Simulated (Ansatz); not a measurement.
A structure relaxed at PBE0-D4/def2-TZVP, charge 0, multiplicity 1:

Cartesian coordinates in Å:
```
C 0.1293 0.2802 1.4154
N -0.7825 -0.0764 0.3557
Ga -0.4222 -0.3288 -1.3907
S 1.5476 -0.1461 -2.3237
Cl -2.0701 -0.8524 -2.6486
H 1.1440 0.3826 1.0235
H -0.1309 1.2372 1.8821
H 0.1669 -0.4813 2.2029
H -1.7382 -0.1911 0.6526
H 2.1562 0.1761 -1.1692
```

(1) Give its formula and SMILES.

(2) Point group (tolerance 0.08 Å, 0.16 Å for H)?

(3) Summarise the bond lengths by kind.

Results:

(1) CH5ClGaNS, `C[NH][Ga]([SH])[Cl]`.

(2) Cs.

(3) 1 × C–N 1.443 Å; 3 × C–H 1.093 to 1.096 Å; 1 × Ga–N 1.801 Å; 1 × H–N 1.007 Å; 1 × Ga–S 2.187 Å; 1 × Cl–Ga 2.138 Å; 1 × H–S 1.344 Å.

Program: Ansatz 0.2.0.
